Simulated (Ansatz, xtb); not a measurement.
A geometry optimisation of GeH3OSi+ with r2SCAN-D4/def2-SVP

The starting geometry of this gas-phase singlet was built from a drawn formula by distance geometry and a force field; its bonds are those of `[O]1[SiH+][GeH2]1`.

```yaml
atoms:
  - { symbol: Ge, position_ang: [-0.3162, -2.7176, 2.9852] }
  - { symbol: O, position_ang: [-0.7349, -3.6501, 1.5603] }
  - { symbol: Si, position_ang: [-1.0527, -2.1178, 0.8774] }
  - { symbol: H, position_ang: [-1.9704, -1.1348, 0.2864] }
  - { symbol: H, position_ang: [-1.3995, -2.8782, 4.1220] }
  - { symbol: H, position_ang: [1.2302, -2.7291, 3.2032] }
```

Predict what it relaxes into with r2SCAN-D4/def2-SVP.

It keeps its bonds, and is `[O]1[SiH+][GeH2]1`.

The energy falls by 1.45 eV over 8 steps:

| step | E − E(last) (eV) |
| --- | --- |
| 1 | 1.445 |
| 2 | 0.477 |
| 3 | 0.110 |
| 4 | 0.028 |
| 5 | 0.005 |
| 6 | 0.001 |
| 7 | 0.000 |
| 8 | 0.000 |

Final geometry (Å):

```json
{"atom": "Ge", "x (Å)": "-0.2862", "y (Å)": "-2.7111", "z (Å)": "3.0990"}
{"atom": "O", "x (Å)": "-0.9276", "y (Å)": "-3.4429", "z (Å)": "1.4388"}
{"atom": "Si", "x (Å)": "-1.2120", "y (Å)": "-1.8596", "z (Å)": "1.1782"}
{"atom": "H", "x (Å)": "-1.8186", "y (Å)": "-1.3927", "z (Å)": "-0.1015"}
{"atom": "H", "x (Å)": "-1.2283", "y (Å)": "-3.0436", "z (Å)": "4.2431"}
{"atom": "H", "x (Å)": "1.2293", "y (Å)": "-2.7778", "z (Å)": "3.1769"}
```

From the same start GFN2-xTB ends elsewhere, at `O=[SiH][GeH2+]`.

No frequencies were run, so the end isn't proven a minimum. Run with Ansatz 0.2.0, 61 s on 1 thread of AMD EPYC (Zen 3), on a shared host.
